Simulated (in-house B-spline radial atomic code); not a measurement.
Radial electron density of Re⁺, [Xe] (4f5/2)6 (4f7/2)7 5d5 6s2. Method: Dirac-Kohn-Sham LDA VWN5, spherical fractional occupations, Fermi nucleus of rms radius 5.3698 fm. Calculated with an all-electron radial atomic-structure program (B-spline basis).

Columns: r (bohr), 4πr²n(r) (electrons per bohr), bar.

```
0.000521    2.984 #
0.000651    4.262 #
0.000814    6.058 ##
 0.00102    8.582 ###
 0.00127    11.94 ####
 0.00159    16.59 #####
 0.00199    22.76 #######
 0.00248    30.57 ##########
  0.0031    40.47 #############
 0.00388    52.43 #################
 0.00485    65.89 #####################
 0.00606     79.9 ##########################
 0.00757     92.8 ##############################
 0.00947    102.5 #################################
  0.0118    106.7 ##################################
  0.0148    104.9 ##################################
  0.0185    99.09 ################################
  0.0231    94.65 ##############################
  0.0289    98.18 ###############################
  0.0361    112.1 ####################################
  0.0451    129.9 ##########################################
  0.0564    137.6 ############################################
  0.0705    127.3 #########################################
  0.0881    110.5 ###################################
    0.11    109.2 ###################################
   0.138    123.4 #######################################
   0.172    122.6 #######################################
   0.215    93.16 ##############################
   0.269    67.32 ######################
   0.336    70.91 #######################
    0.42     77.7 #########################
   0.525    61.54 ####################
   0.656    37.06 ############
    0.82    23.05 #######
    1.03    16.94 #####
    1.28    11.81 ####
     1.6    6.956 ##
       2    3.893 #
     2.5    2.196 #
    3.13    1.086 
    3.91   0.3999 
    4.89   0.0946 
    6.11  0.01298 
    7.64 0.0009034 
    9.54 2.855e-05
```

On this grid the curve has 4 maxima, near 0.0118, 0.0564, 0.138, 0.42 bohr.

The 4f7/2 radial function P(r) = rR(r), positive near the nucleus, with its small component Q(r) (sign convention: Q ≈ (P' + κP/r)/2c):

```
r (bohr)         P           Q
  0.0231  0.001848  -0.0001175
  0.0361  0.008711  -0.0005345
  0.0564   0.03678   -0.002148
  0.0881    0.1329   -0.007251
   0.138    0.3893     -0.0194
   0.215    0.8468    -0.03758
   0.336     1.285    -0.04921
   0.525     1.271    -0.03991
    0.82    0.8032    -0.01985
    1.28    0.3092   -0.005973
       2   0.06407  -0.0009769
    3.13  0.005633  -7.006e-05
```
